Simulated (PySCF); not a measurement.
In(Me)2(NH2), C2H8InN, SMILES [CH3][In]([CH3])[NH2] (B3LYP/def2-SVP optimised geometry):

```
12

In    -0.056     0.215     0.000
C     -1.479     1.871     0.000
H     -1.347     2.482    -0.906
H     -1.313     2.516     0.876
H     -2.510     1.490     0.026
C      2.127     0.215     0.000
H      2.504     0.712    -0.907
H      2.510    -0.815     0.028
H      2.507     0.763     0.876
N     -0.910    -1.641    -0.013
H     -0.394    -2.516    -0.003
H     -1.910    -1.818    -0.003
```

Level of theory: PySCF with B3LYP/def2-TZVP, def2 effective core potentials past Kr.

Problem. What are the frontier orbital energies and the dipole moment?

Solution. HOMO-2 -8.00 eV, HOMO-1 -7.03 eV, HOMO -6.29 eV, LUMO -0.67 eV, LUMO+1 -0.41 eV; dipole moment 0.26 D.

On the same geometry PBE/def2-TZVP, def2 effective core potentials past Kr (PySCF) gives HOMO-2 -6.96 eV, HOMO-1 -6.11 eV, HOMO -5.21 eV, LUMO -1.10 eV, LUMO+1 -0.91 eV; dipole moment 0.15 D.
